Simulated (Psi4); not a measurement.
C5H9O3, doublet, geometry from GFN2-xTB. Base run: B3LYP/6-31G in Psi4.

Psi4 was given this input:
```
memory 2 GB

molecule mol {
0 2
C     3.414593   -0.609947   -0.310034
O     2.457916    0.314918    0.143536
C     1.137628   -0.123445   -0.061754
C     0.224546    0.917613    0.454378
O    -1.117704    0.872543    0.437856
C    -1.845700   -0.149177   -0.061232
C    -3.314333    0.155219    0.066355
O    -1.372849   -1.152748   -0.547174
H     4.388883   -0.172622   -0.103185
H     3.315515   -0.790522   -1.387380
H     3.323989   -1.568000    0.216270
H     0.965519   -1.090683    0.449144
H     0.954134   -0.314796   -1.136809
H     0.622736    1.811374    0.897271
H    -3.883870   -0.761128   -0.053120
H    -3.521276    0.609633    1.031148
H    -3.604926    0.857457   -0.713359
}

set {
  basis 6-31g
  reference uks
}

energy('b3lyp')
print_variables()
```

Variants of this job, named by their change:

```tsv
change	ΔE vs base (mEh)	SCF cycles	grid points	basis functions
base	0.000	11	359019	90
scf_type = pk	-0.002	11	359019	90
damping_percentage = 20	-0.003	19	359019	90
dft_spherical_points = 434	-0.005	11	515547	90
dft_radial_scheme = mura	0.000	11	364866	90
scf_type = disk_df	0.000	11	359019	90
diis_max_vecs = 15	0.000	11	359019	90
scf_type = cd	-0.060	11	359019	90
scf_initial_accelerator = none	0.000	11	359019	90
dft_nuclear_scheme = stratmann	0.003	11	331547	90
d_convergence = 1e-10	0.000	22	359019	90
dft_radial_points = 35	-0.060	11	170998	90
df_basis_scf = def2-universal-jkfit	-0.057	11	359019	90
```

Open shells are given as the SCF converged; they aren't shown to be the lowest states, and a large step between rows can be another state.
